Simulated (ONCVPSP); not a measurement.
# Reading a pseudo-wave (palladium (Pd))

Columns: radius, all-electron u(r) and pseudo u(r) of the 4s shell (level -85.25 eV) of palladium in the configuration [Ar] 3d10 4s2 4p6 4d10; PBEsol, scalar-relativistic, ONCV scheme, ONCVPSP 4.0.1.

| r (bohr) | all-electron | pseudo |
| --- | --- | --- |
| 0.068 | 0.3342 | 0.0924 |
| 0.135 | 0.2288 | 0.1888 |
| 0.202 | -0.3520 | 0.2928 |
| 0.270 | -0.6537 | 0.4028 |
| 0.338 | -0.5739 | 0.5109 |
| 0.405 | -0.2669 | 0.6092 |
| 0.473 | 0.1237 | 0.6983 |
| 0.540 | 0.4884 | 0.7784 |
| 0.608 | 0.7887 | 0.8583 |
| 0.675 | 1.0000 | 0.9402 |
| 0.742 | 1.1306 | 1.0232 |
| 0.810 | 1.1919 | 1.0974 |
| 0.878 | 1.1973 | 1.1436 |
| 0.945 | 1.1627 | 1.1455 |
| 1.013 | 1.1003 | 1.0989 |
| 1.080 | 1.0222 | 1.0220 |
| 1.148 | 0.9343 | 0.9341 |
| 1.215 | 0.8450 | 0.8449 |
| 1.283 | 0.7558 | 0.7556 |
| 1.350 | 0.6718 | 0.6717 |
| 1.418 | 0.5923 | 0.5922 |
| 1.485 | 0.5204 | 0.5203 |
| 1.553 | 0.4542 | 0.4542 |
| 1.620 | 0.3959 | 0.3958 |
| 1.688 | 0.3431 | 0.3431 |
| 1.755 | 0.2973 | 0.2972 |

(1) How many radial nodes do the two functions have?

(2) At about which radius was the pseudo-wave matched?

(3) Where does each function peak?

(4) Is the pseudo-wave norm-conserving?

Answers

(1) The all-electron 4s function has n − l − 1 = 3 (the table is too coarse to show those close to the nucleus); the pseudo-wave has 0, since the states of the same l below it are removed with the core.

(2) 1.05 bohr, where the columns begin to agree (steps of 0.07 bohr).

(3) Outermost all-electron maximum near 0.88 bohr, pseudo maximum near 0.94 bohr (to the table’s step).

(4) Yes: the ONCV scheme keeps the norm inside the radius equal to the all-electron one, which fixes the energy derivative of the logarithmic derivative at the level.
